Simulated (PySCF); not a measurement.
## State search for NaTe

Unrestricted PBE0; PySCF, scalar-relativistic core potentials, basis sets Na def2-SVP, Te def2-SVP with ECP28. Outer shells of the fragments: Na 3s1; Te 4d10 5s2 5p4.

Followed along the bond (rough minima from three points):

```tsv
2Ms+1	unpaired	⟨S²⟩ at the start	R at minimum (Å)	Te (eV)
2	π ↑	0.75	2.81	0.00
2	σ ↑	0.75	2.76	0.72
4	σ ↑, π ↑↑	3.75	none in the scan	≤ 2.16
```

Solutions found at the starting distance of 2.895 Å, counted from the lowest of them; the search is not exhaustive and high or unbound solutions are not listed, so other states can lie among these:

```json
{"2Ms+1": "2", "unpaired": "π ↑", "term": "²Π", "E (eV)": "0.00", "⟨S²⟩": "0.75", "⟨Lz²⟩": "1.01", "μ (D)": "-8.46"}
{"2Ms+1": "2", "unpaired": "σ ↑", "term": "²Σ⁺", "E (eV)": "0.75", "⟨S²⟩": "0.75", "⟨Lz²⟩": "0.00", "μ (D)": "-9.30"}
{"2Ms+1": "4", "unpaired": "σ ↑, π ↑↑", "term": "⁴Σ⁻", "E (eV)": "2.30", "⟨S²⟩": "3.75", "⟨Lz²⟩": "0.00", "μ (D)": "3.56"}
{"2Ms+1": "2", "unpaired": "σ ↓, π ↑↑", "term": "mixed", "E (eV)": "2.34", "⟨S²⟩": "1.75", "⟨Lz²⟩": "0.00", "μ (D)": "3.81"}
{"2Ms+1": "2", "unpaired": "σ ↑, π ↑↓", "term": "mixed", "E (eV)": "2.68", "⟨S²⟩": "1.76", "⟨Lz²⟩": "2.01", "μ (D)": "3.68"}
{"2Ms+1": "4", "unpaired": "σ ↑↑, π ↑", "term": "⁴Π", "E (eV)": "2.71", "⟨S²⟩": "3.75", "⟨Lz²⟩": "1.01", "μ (D)": "3.25"}
{"2Ms+1": "2", "unpaired": "σ ↑", "term": "mixed", "E (eV)": "3.78", "⟨S²⟩": "0.75", "⟨Lz²⟩": "2.00", "μ (D)": "3.69"}
{"2Ms+1": "4", "unpaired": "π ↑↑↑", "term": "⁴Π", "E (eV)": "3.89", "⟨S²⟩": "3.75", "⟨Lz²⟩": "1.00", "μ (D)": "1.35"}
{"2Ms+1": "4", "unpaired": "σ ↑, π ↑↑", "term": "mixed", "E (eV)": "4.31", "⟨S²⟩": "3.75", "⟨Lz²⟩": "2.00", "μ (D)": "1.02"}
{"2Ms+1": "4", "unpaired": "σ ↑, π ↑↑", "term": "mixed", "E (eV)": "4.44", "⟨S²⟩": "3.75", "⟨Lz²⟩": "2.00", "μ (D)": "1.18"}
{"2Ms+1": "2", "unpaired": "π ↑", "term": "²Π", "E (eV)": "9.70", "⟨S²⟩": "0.75", "⟨Lz²⟩": "1.00", "μ (D)": "10.06"}
```

A term symbol is given only where ⟨S²⟩ and ⟨Lz²⟩ are close to those of a pure state; real π, δ and φ orbitals otherwise mix terms. A positive dipole means Na(−)Te(+).

Spin–orbit coupling is left out. Counting both spins, an empty level lies below a filled one in some of these solutions, because spin and occupation are held.
